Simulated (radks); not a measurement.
The numbers below are computed, except where a source is named.
Numerical settings for the terbium ion Tb3+, [Xe] 4f8. Code: a radial shooting solver on a logarithmic mesh with Libxc functionals. Model: Dirac Kohn-Sham, BLYP, spin-unpolarised, spherical densities, finite nucleus; open shells are shared between the two j in proportion to 2j + 1; Fermi nuclear charge, rms radius 5.06 fm. The defaults (mesh step 0.008 in ln r, mesh end at 40 bohr or more with all orbitals vanishing there, Anderson mixing 0.5 over 9 steps, residual threshold near 1e-9 with the energy settled to 1e-9 hartree or 1e-11 of itself, here a cap of 89 iterations) give E = -11717.2037 hartree and 4f7/2 at -33.630 eV in 15 iterations. Run on one thread of a shared host, so times are rough (Arm Neoverse V2): 0.14 s of CPU time, 0.14 s wall, 15 iterations on 2213 mesh points. Changes against that run (0 stands for a change within the tolerance of the run):

setting,iterations,converged,E (mhartree),e(4f7/2) (meV),CPU (s)
mesh step in ln r 0.12,4,no,diverged,-,0.01
mesh step in ln r 0.2,4,no,diverged,-,0.01
mesh step in ln r 0.08,2,no,diverged,-,0.01
mesh end (bohr) 12,15,yes,0,0,0.13
mesh end (bohr) 20,15,yes,0,0,0.13
residual threshold 0.001,10,yes,0,-0.916,0.11
residual threshold 0.1,10,yes,0,-0.916,0.11
mixing 2.5,24,yes,0,0,0.19
"linear mixing, mixing 0.8",89,no,+2.29e+04,-1.69e+05,1.5
"linear mixing, mixing 0.05",89,no,+0.0195,-156,0.67
mixing history 20,19,yes,0,0,0.16
iteration cap 2,2,no,+2.84e+03,-4.63e+04,0.03

No run marked as converged misses the energy by more than 1 mhartree. A mesh that ends early acts as a hard wall.
